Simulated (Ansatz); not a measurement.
C₂H₇AlBFO, SMILES `[BH2][Al]([CH2]F)[O]C`, relaxed with RKS PBE-D4/def2-SVP in Ansatz 0.2.0 from a rough embedded geometry. The force threshold is 0.03 eV/Å; the program also tests the step.

Total charge 0; spin multiplicity 1.

Start:

```xyz
13

B    -1.173   -0.158   -2.103
Al   -0.413   -0.381   -0.166
C    -1.530    0.160    1.351
F    -0.934   -0.058    2.599
O     1.281   -1.067    0.137
C     2.218    0.002    0.184
H    -0.444   -0.486   -2.987
H    -2.211    0.250   -2.257
H    -1.802    1.283    1.301
H    -2.494   -0.406    1.375
H     2.252    0.559   -0.806
H     3.208   -0.400    0.378
H     2.042    0.702    0.992
```

```csv
step,energy (eV),largest force (eV/Å),largest move (Å)
1,-14203.1147,1.970,0.000
2,-14203.4698,0.856,0.145
3,-14203.5652,0.621,0.103
4,-14203.6131,0.836,0.200
5,-14203.6840,0.842,0.119
6,-14203.7800,0.617,0.200
7,-14203.8387,0.551,0.147
8,-14203.8877,0.549,0.191
9,-14203.9133,0.439,0.079
10,-14203.9474,0.104,0.199
11,-14203.9586,0.139,0.199
12 (rejected),-14203.9581,0.380,0.196
13,-14203.9671,0.092,0.098
14,-14203.9734,0.038,0.100
15,-14203.9762,0.191,0.146
16,-14203.9768,0.209,0.027
17 (rejected),-14203.9705,0.399,0.127
18,-14203.9819,0.060,0.063
19,-14203.9843,0.048,0.100
20 (rejected),-14203.9842,0.055,0.017
21,-14203.9847,0.009,0.008
22,-14203.9854,0.081,0.073
23,-14203.9858,0.051,0.029
24 (rejected),-14203.9854,0.091,0.073
25,-14203.9861,0.017,0.036
```

End:

```xyz
13

B    -1.463   -0.357   -2.321
Al   -0.477   -0.107   -0.455
C    -1.367    0.104    1.336
F    -0.423   -0.101    2.361
O     1.239   -0.032   -0.497
C     2.288    0.169    0.418
H    -1.685   -1.452   -2.815
H    -1.881    0.583   -2.979
H    -1.807    1.124    1.458
H    -2.216   -0.603    1.490
H     2.881    1.069    0.137
H     2.986   -0.699    0.405
H     1.925    0.302    1.462
```

Run time 41 s (4 threads of an Arm Neoverse V1 on a shared host); peak host memory 0.2 GiB.
